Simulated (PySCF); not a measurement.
CH$_{4}$OSi, SMILES `O[SiH]=C` (C–Si–O–H torsion 0°), neutral singlet in the gas phase. 

Cartesian coordinates (Å):
SMILES: C=[SiH]O
```xyz
7

C      1.1066    -0.4394    -0.2417
Si    -0.2325     0.5621     0.0127
O     -1.8159     0.1571    -0.0965
H      1.0559    -1.4853    -0.5117
H      2.1016    -0.0265    -0.1324
H     -0.1755     1.9802     0.3788
H     -2.0402    -0.7483    -0.3310
```
Charge 0, multiplicity 1.

All levels are single points at this geometry (B3LYP-D3(BJ)/def2-TZVP); Pople sets use spherical d functions. Orbital energies aren't observables, and empty levels follow the basis.

HF/3-21G in PySCF gives gap (eV) = 11.76.

Estimate the gap (eV) from each of these levels: B3LYP-D3(BJ)/def2-TZVP in PySCF; PBE-D3(BJ)/def2-TZVP in PySCF; B3LYP/3-21G in PySCF; PBE/6-31G* in PySCF; HF/6-31G* in PySCF.


| level | gap (eV) |
|---|---|
| B3LYP-D3(BJ)/def2-TZVP in PySCF | 5.48 |
| PBE-D3(BJ)/def2-TZVP in PySCF | 4.02 |
| B3LYP/3-21G in PySCF | 5.76 |
| PBE/6-31G* in PySCF | 4.18 |
| HF/6-31G* in PySCF | 11.70 |
